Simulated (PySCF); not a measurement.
A species of formula C4H9NSi2 has this rotational fingerprint, computed with PBE0/def2-SVPD in PySCF (dipole) on a GFN2-xTB geometry, gas phase:

* Rotational constants: A = 2689, B = 1287, C = 1076 MHz
* Dipole components: |μa| = 4.18 D, |μb| = 0.71 D, |μc| = 1.58 D
* Inertial defect: -111.18 u·Å²
* κ: -0.74

Task: Which candidate fits, each taken in the one conformer that was computed?
A. `[N:1]#[C:2][Si@@H:3]1[CH2:4][CH2:5][CH2:6][SiH2:7]1` with C2–Si3–C4–C5 -91°, Si3–C4–C5–C6 -51°, C4–C5–C6–Si7 53°, C5–C6–Si7–Si3 -28°
B. `[N:1]#[C:2][Si@@H:3]([SiH3:4])[CH:5]1[CH2:6][CH2:7]1` with C2–Si3–C5–C6 85°
C. `[N:1]#[C:2][C@@H:3]1[CH2:4][CH2:5][SiH2:6][SiH2:7]1` with C2–C3–C4–C5 -67°, C3–C4–C5–Si6 -52°, C4–C5–Si6–Si7 26°, C5–Si6–Si7–C3 1°
D. `C[Si]1(C#N)C[SiH2]C1`

Result: A. It is N#C[Si@@H]1CCC[SiH2]1, an asymmetric top, point group C1. The candidates at the same level (rigid rotor, commonest isotopes):

```json
{"SMILES": "N#C[C@@H]1CC[SiH2][SiH2]1", "A (MHz)": "2498", "B (MHz)": "1492", "C (MHz)": "1245", "μa (D)": "2.96", "μb (D)": "0.06", "μc (D)": "2.71", "Δ (u·Å²)": "-135.15", "point group": "C1", "rotor": "asymmetric top"}
{"SMILES": "C[Si]1(C#N)C[SiH2]C1", "A (MHz)": "2617", "B (MHz)": "1235", "C (MHz)": "1049", "μa (D)": "2.85", "μb (D)": "2.85", "μc (D)": "0.00", "Δ (u·Å²)": "-120.56", "point group": "Cs", "rotor": "asymmetric top"}
{"SMILES": "N#C[Si@@H]([SiH3])C1CC1", "A (MHz)": "1868", "B (MHz)": "1340", "C (MHz)": "837.4", "μa (D)": "2.12", "μb (D)": "3.70", "μc (D)": "0.37", "Δ (u·Å²)": "-44.31", "point group": "C1", "rotor": "asymmetric top"}
{"SMILES": "N#C[Si@@H]1CCC[SiH2]1", "A (MHz)": "2689", "B (MHz)": "1287", "C (MHz)": "1076", "μa (D)": "4.18", "μb (D)": "0.71", "μc (D)": "1.58", "Δ (u·Å²)": "-111.18", "point group": "C1", "rotor": "asymmetric top"}
```

`C[Si]1(C#N)C[SiH2]C1` has B 4 % too low; `N#C[Si@@H]([SiH3])C1CC1` has A 31 % too low; `N#C[C@@H]1CC[SiH2][SiH2]1` has B 16 % too high. No structure here is proved a minimum.
